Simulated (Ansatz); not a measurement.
Computed with frozen-core CCSD(T)/cc-pVTZ // PBE-D3(BJ)/def2-TZVP (Ansatz, an electronic-structure program).

Ansatz 0.2 input:
```yaml
crystal:
  periodic: [false, false, false]
  atoms:
    - { symbol: C, position_ang: [2.564492, 0.05266, 0.562739] }
    - { symbol: C, position_ang: [1.418762, 0.348932, 0.275254] }
    - { symbol: Si, position_ang: [-0.314262, 0.762759, -0.155772] }
    - { symbol: C, position_ang: [-1.362964, -0.79232, -0.212807] }
    - { symbol: H, position_ang: [3.57436, -0.204592, 0.815685] }
    - { symbol: H, position_ang: [-0.310615, 1.450791, -1.483358] }
    - { symbol: H, position_ang: [-0.832992, 1.716699, 0.872236] }
    - { symbol: H, position_ang: [-0.975442, -1.492588, -0.96554] }
    - { symbol: H, position_ang: [-2.402615, -0.544827, -0.471288] }
    - { symbol: H, position_ang: [-1.358722, -1.297517, 0.762853] }
basis:
  gaussian: { orbitals: cc-pVTZ }
correlation:
  method: ccsd_t
```

Output:

```
Functional definition: HF
1172 factors; integrals over basis functions are off by at most 1.1e-3 eV
mean field evaluation 1: about -11045.6125 eV, gradient 3.2e1 eV
mean field evaluation 2: about -11045.9027 eV, gradient 3.2e1 eV
mean field evaluation 4: about -11048.8178 eV, gradient 3.1e0 eV
mean field evaluation 8: about -11048.8571 eV, gradient 2.4e-1 eV
mean field evaluation 16: about -11045.6118 eV, gradient 3.2e1 eV
mean field -11048.85731714 eV, -406.0380172203 hartree, gradient 2.4e-6 eV, S^2 0.000000; 0 other end points of the search recorded, 0 dependent functions left out
8 core orbitals not correlated
reference -11048.85731714 eV, -406.0380172203 hartree; 11, 11 occupied and 189, 189 virtual orbitals, 1172 factors
second order -16.51560028 eV of doubles, -0.00000000 eV of singles
cycle   1  -16.95174763 eV  change   -4.4e-1 eV  update   9.8e-2
cycle   2  -17.45993520 eV  change   -5.1e-1 eV  update   3.0e-2
cycle   3  -17.55986098 eV  change   -1.0e-1 eV  update   1.3e-2
cycle   4  -17.56157225 eV  change   -1.7e-3 eV  update   3.7e-3
cycle   5  -17.56321403 eV  change   -1.6e-3 eV  update   1.2e-3
cycle   6  -17.56350627 eV  change   -2.9e-4 eV  update   3.6e-4
cycle   7  -17.56362829 eV  change   -1.2e-4 eV  update   1.1e-4
cycle   8  -17.56368767 eV  change   -5.9e-5 eV  update   2.9e-5
cycle   9  -17.56369116 eV  change   -3.5e-6 eV  update   8.4e-6
perturbative correction -0.80814167 eV, -0.0296986585 hartree
Total energy: -11067.22914996 eV, -406.7131696238 hartree
```

Cost: roughly 100 core-seconds.
